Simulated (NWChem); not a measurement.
System meant: SnSiH4, singlet; SMILES [SiH3][SnH]

Here is an NWChem input.

```
start job
memory heap 200 mb stack 900 mb global 1100 mb
geometry units angstroms noautoz
  Sn    -0.006111     0.699920     0.088785
  H      1.761308     0.589882    -0.116739
  Si    -0.047052    -1.959906     0.015094
  H      0.800601    -2.523907     1.118578
  H      0.523237    -2.452471    -1.283535
  H     -1.415531    -2.554406     0.155386
end
basis spherical
  * library def2-svp
end
ecp
  Sn library def2-ecp
end
dft
  xc b3lyp
  iterations 4
  mulliken
end
task dft energy
```

End of the output:

```
    Atom       Charge   Shell Charges
 -----------   ------   -------------------------------------------------------
    1 Sn  22    21.81   1.19  0.79  1.05  0.69  3.01  2.83  1.18  0.96  9.43  0.67
    2 H    1     1.12   0.61  0.48  0.02
    3 Si  14    13.80   2.00  1.94  0.71  0.38  5.82  1.32  1.46  0.18
    4 H    1     1.09   0.64  0.43  0.03
    5 H    1     1.09   0.64  0.43  0.03
    6 H    1     1.10   0.64  0.43  0.03

 center of mass
 --------------
 x =  -0.02907383 y =   0.24339542 z =   0.00000000

 moments of inertia (a.u.)
 ------------------
         660.384762004933          -0.000002697230           0.000000000000
          -0.000002697230          32.333343205823           0.000000000000
           0.000000000000           0.000000000000         671.656084459150

     Multipole analysis of the density
     ---------------------------------

     L   x y z        total         alpha         beta         nuclear
     -   - - -        -----         -----         ----         -------
     0   0 0 0     -0.000000    -20.000000    -20.000000     40.000000

     1   1 0 0     -0.184653     -0.895140     -0.895140      1.605626
     1   0 1 0      0.411972     18.480413     18.480413    -36.548854
     1   0 0 1      0.000000      0.000000      0.000000      0.000000

     2   2 0 0    -33.042243    -27.235853    -27.235853     21.429463
     2   1 1 0      0.200707     -2.028394     -2.028394      4.257496
     2   1 0 1     -0.000000     -0.000000     -0.000000      0.000000
     2   0 2 0    -34.371322   -167.688921   -167.688921    301.006520
     2   0 1 1      0.000000      0.000000      0.000000      0.000000
     2   0 0 2    -28.088328    -19.268787    -19.268787     10.449245

 ------------------------------------------------------------------------
 dft energy failed                                                                                  0
 ------------------------------------------------------------------------
 ------------------------------------------------------------------------
  current input line :
    22: task dft energy
 ------------------------------------------------------------------------
 ------------------------------------------------------------------------
 This type of error is most commonly associated with calculations not reaching convergence criteria
 ------------------------------------------------------------------------
 For more information see the NWChem manual at https://nwchemgit.github.io

0:dft energy failed:Received an Error in Communication
```

**Question.** Find the fault in this run and fix the input.

**Answer.** The run did not converge; its last values are not results. Cause: the SCF was allowed too few iterations. This input runs:
```
start job
memory heap 200 mb stack 900 mb global 1100 mb
geometry units angstroms noautoz
  Sn    -0.006111     0.699920     0.088785
  H      1.761308     0.589882    -0.116739
  Si    -0.047052    -1.959906     0.015094
  H      0.800601    -2.523907     1.118578
  H      0.523237    -2.452471    -1.283535
  H     -1.415531    -2.554406     0.155386
end
basis spherical
  Sn library def2-svp
  H library def2-svp
  Si library def2-svp
end
ecp
  Sn library def2-ecp
end
dft
  xc b3lyp
  iterations 150
  mulliken
end
task dft energy
```
It converges to -506.16336 Ha (B3LYP/def2-SVP with def2 effective core potentials on Sn).
